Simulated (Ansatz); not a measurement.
A nudged elastic band was laid between two geometries of Cl2H2HfO2 (7 atoms, charge 0, multiplicity 1).

The calculation used RKS PBE0-D4/def2-SVP (Ansatz 0.2.0).

```
movable images  : 9
climbing image  : yes
spring          : 5.0 eV/Å²
optimiser       : fire
start path      : through a guess of the saddle point
force threshold : 0.05 eV/Å
iteration limit : 51
end points      : relaxed
largest step    : 0.02 Å
```

Image 0:

```xyz
7
Properties=species:S:1:pos:R:3
Hf -0.046 0.013 0.412
O 1.523 -0.570 -0.487
O -1.378 0.531 -0.842
H -1.974 0.764 -1.551
Cl 0.494 1.872 1.770
Cl -0.881 -1.766 1.727
H 2.263 -0.844 -1.027
```

Image 10:

```xyz
7
Properties=species:S:1:pos:R:3
Hf -0.462 0.152 0.751
O 0.694 -0.262 -1.091
O -1.845 0.692 -0.193
H 0.227 -0.056 -1.914
Cl 0.649 1.949 1.876
Cl -0.858 -1.929 1.865
H 1.594 -0.546 -1.294
```

Q: Which bonds break or form, and what moves?

A: Bonds broken: O3–H4. Bonds formed: O2–H4.

Q: Give the energies along the band, and the barrier.

A: It did not converge within its limit. The highest image is number 5 of 0 to 10, 49.7 kcal/mol above the first end and 8.3 kcal/mol above the last; the last end lies 41.4 kcal/mol above the first. The band didn't meet its force threshold, so its energies are provisional: the largest band force was still 0.12 eV/Å, and over the last iterations the top stayed at 2.16 eV. The orbitals stay closed-shell, which can raise the energy where a bond breaks towards radicals; this wasn't checked here.

```csv
image,path coordinate (Å),energy (kcal/mol),O3–H4 (Å),O2–H4 (Å)
0,0.00,0.0,0.96,3.89
1,0.58,1.3,0.96,3.47
2,1.15,5.0,0.96,2.99
3,1.71,11.6,0.97,2.46
4,2.26,25.5,1.00,1.83
5,2.80,49.7,1.34,1.17
6,3.12,45.7,1.76,1.01
7,3.44,43.5,2.12,0.98
8,3.78,42.3,2.35,0.97
9,4.14,41.6,2.58,0.97
10,4.51,41.4,2.80,0.97
```

The band took 51 iterations and roughly 40 core-minutes.

Time of the run: 21 min on 2 threads of Arm Neoverse V2, on a shared host, peak memory 0.25 GiB.
